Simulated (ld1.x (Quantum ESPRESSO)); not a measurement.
# What the settings do to the TM potential of Al (Z = 13)

Base potential:

ld1.x (Quantum ESPRESSO) 7.5 input, shortened:

```
&input
   title='Al', zed=13., rel=1, dft='PBE', iswitch=3,
   config='[Ne] 3s2 3p0 3d-2'
 /
 &inputp
   pseudotype=2, tm=.true., lloc=-1, rcloc=1.30,
   nlcc=.true., new_core_ps=.true.
 /
3
3S  1  0   2.00   0.00  1.75  1.75  0.0
3P  2  1   0.00   0.00  2.05  2.05  0.0
3D  3  2  -2.00   0.15  2.05  2.05  0.0
 &test
   configts(1)='3s2 3p0'
 /
```

Cutoffs, loose and tight: the cutoffs (Ry, on a coarse ladder) from which the occupation-weighted sum of valence levels, in a spherical-Bessel basis at the reference potential, stays within 10 and 1 mRy of its value at 400 Ry. They do not see the model core or the augmentation charge, which bear on the density cutoff. Test errors are all-electron minus pseudo excitation energies from the reference, over the configurations 3s2 3p1; 3s1 3p0; 3s2 3p0.5; 3s1 3p2; 3s2 3p1.3; 3s0 3p3; 3s1 3p1. A dash means not determined; rows that change the core or the reference have their own tests. The largest error is taken over the tests solved by every variant that gives reliable tests at all: 3s0 3p3; 3s1 3p0; 3s1 3p1; 3s1 3p2.

A true bound ghost makes a file unfit for plane-wave use even where its test errors are small: the radial tests pick states by their node count and pass the ghost by.

| change | outcome | cutoff, loose | cutoff, tight | bound ghosts | largest test error (meV) |
| --- | --- | --- | --- | --- | --- |
| base | generated | 10 Ry | 30 Ry | none | +10 |
| all radii but the core radius scaled by about 0.74 (s 1.30, p 1.52, d 1.52 bohr); local potential all-electron potential smoothed inside 0.96 bohr (lloc = -1) | generated | 45 Ry | 120 Ry | s | -55 |
| all radii but the core radius scaled by about 0.84 (s 1.46, p 1.72, d 1.72 bohr); local potential all-electron potential smoothed inside 1.10 bohr (lloc = -1) | generated | 25 Ry | 70 Ry | s | +50 |
| all radii but the core radius scaled by about 0.94 (s 1.64, p 1.92, d 1.92 bohr); local potential all-electron potential smoothed inside 1.22 bohr (lloc = -1) | generated | 10 Ry | 35 Ry | none | +13 |
| all radii but the core radius scaled by about 1.05 (s 1.84, p 2.14, d 2.14 bohr); local potential all-electron potential smoothed inside 1.36 bohr (lloc = -1) | generated | 10 Ry | 30 Ry | none | -11 |
| all radii but the core radius scaled by about 1.10 (s 1.94, p 2.26, d 2.26 bohr); local potential all-electron potential smoothed inside 1.44 bohr (lloc = -1) | generated | 10 Ry | 30 Ry | none | +13 |
| all radii but the core radius scaled by about 1.22 (s 2.12, p 2.50, d 2.50 bohr); local potential all-electron potential smoothed inside 1.58 bohr (lloc = -1) | generated | 10 Ry | 25 Ry | none | -18 |
| all radii but the core radius scaled by about 1.29 (s 2.24, p 2.64, d 2.64 bohr); local potential all-electron potential smoothed inside 1.66 bohr (lloc = -1) | generated | 10 Ry | 25 Ry | none | -23 |
| all radii but the core radius scaled by about 1.38 (s 2.42, p 2.82, d 2.82 bohr); local potential all-electron potential smoothed inside 1.80 bohr (lloc = -1) | generated | 8 Ry | 21 Ry | none | -35 |

Reading the sweep of the scale of all radii but the core radius (base = 1) (base included, trends over the rows without a ghost): The loose cutoff stays near 10 Ry. The median size of the test errors (rows with all tests solved) stays near 3.9 meV. Bound ghosts are found at 0.74, 0.84.
